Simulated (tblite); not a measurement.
Compound: C6H7OP.
Bonds: C1–C2 (double), C2–C3, C3–P4 (aromatic), P4–C5 (aromatic), C5–O6 (aromatic), O6–C7 (aromatic), C7–C8, C3–C7 (aromatic). Hydrogens: H9, H10 on C1; H11 on C2; H12 on C5; H13, H14, H15 on C8.

Computed with GFN2-xTB (tblite), gas phase: L-BFGS steps from a force-field or distance-geometry start until the largest atomic force falls under 0.01 eV/Å.

Step 0: E = -624.2426 eV
```
atom  x, y, z in Å  |  force x, y, z in eV/Å
C1     -2.5161   -1.1438   -0.1355   -0.091   0.225   0.010
C2     -1.5261   -0.2517   -0.0560   -0.226  -0.265   0.091
C3     -0.1042   -0.5317   -0.0436    0.690   0.000  -0.118
P4      0.6238   -2.2318   -0.1852    2.109   3.539   0.408
C5      2.1986   -1.3307   -0.0700   -1.926  -0.513  -0.164
O6      2.1493    0.0254    0.0309   -1.091  -1.416  -0.090
C7      0.8607    0.4806    0.0471    0.394  -1.632  -0.084
C8      0.7456    1.9583    0.1749   -0.681   0.170  -0.291
H9     -3.5514   -0.8061   -0.1215    0.352  -0.176  -0.020
H10    -2.3681   -2.2113   -0.2158    0.152   0.134   0.004
H11    -1.8179    0.7877    0.0337    0.213   0.084  -0.026
H12     3.1865   -1.7623   -0.0959   -0.119   0.119   0.014
H13     1.7174    2.4333    0.2353    0.166  -0.189  -0.052
H14     0.1888    2.2183    1.0732   -0.090   0.023   0.026
H15     0.2086    2.3737   -0.6935    0.147  -0.105   0.292
```

Step 1: E = -624.5210 eV
```
atom  x, y, z in Å  |  force x, y, z in eV/Å
C1     -2.5174   -1.1406   -0.1353    0.006  -0.116  -0.009
C2     -1.5293   -0.2555   -0.0547    0.181   0.021   0.092
C3     -0.0943   -0.5317   -0.0453   -0.246   0.032  -0.096
P4      0.6539   -2.1813   -0.1794    0.788   1.620   0.204
C5      2.1711   -1.3380   -0.0723   -0.002  -0.457  -0.108
O6      2.1338    0.0052    0.0296   -0.411  -0.670  -0.024
C7      0.8664    0.4572    0.0459    0.095   0.041   0.020
C8      0.7358    1.9608    0.1708   -0.023  -0.455  -0.015
H9     -3.5463   -0.8086   -0.1217    0.125  -0.086  -0.014
H10    -2.3659   -2.2094   -0.2158    0.135   0.171   0.006
H11    -1.8148    0.7889    0.0334    0.236  -0.008  -0.026
H12     3.1848   -1.7606   -0.0957   -0.658   0.238   0.018
H13     1.7198    2.4306    0.2345   -0.085  -0.280  -0.072
H14     0.1875    2.2186    1.0736   -0.105  -0.020   0.012
H15     0.2107    2.3722   -0.6893   -0.036  -0.029   0.012
```

**Question.** Estimate the geometry and energy of step 2. (The exact step hangs on the optimiser's Hessian estimate; all steps are aligned on step 1, rigid shifts and turns removed.)

**Answer.** E = -624.5789 eV, largest force 0.699 eV/Å
```
atom  x, y, z in Å  |  force x, y, z in eV/Å
C1     -2.5175   -1.1424   -0.1355    0.237   0.132   0.019
C2     -1.5261   -0.2557   -0.0526   -0.157  -0.093   0.041
C3     -0.0978   -0.5310   -0.0476   -0.094   0.439  -0.020
P4      0.6755   -2.1388   -0.1741   -0.550  -0.198   0.005
C5      2.1663   -1.3488   -0.0750    0.635   0.291  -0.008
O6      2.1225   -0.0122    0.0289    0.108   0.068   0.033
C7      0.8693    0.4541    0.0461   -0.169   0.053   0.008
C8      0.7337    1.9517    0.1697    0.062  -0.213   0.064
H9     -3.5429   -0.8108   -0.1221    0.022  -0.048  -0.010
H10    -2.3627   -2.2055   -0.2156    0.151   0.009  -0.006
H11    -1.8094    0.7889    0.0327    0.217   0.001  -0.016
H12     3.1708   -1.7553   -0.0953   -0.254   0.015   0.003
H13     1.7184    2.4243    0.2329   -0.118  -0.289  -0.064
H14     0.1851    2.2183    1.0739   -0.054  -0.086  -0.061
H15     0.2103    2.3713   -0.6884   -0.035  -0.082   0.011
```

The energy changes by -0.0579 eV. The first-order estimate −F·Δx gives -0.1308 eV and the mean of the old and new forces, exact on a quadratic surface, -0.0554 eV. The step makes an angle of 9° with the force vector and moves no atom by more than 0.048 Å.

What follows is the cost of the whole relaxation. Hardware: one thread of an AMD EPYC 9R45 (shared host). Cost: 0.13 s wall.
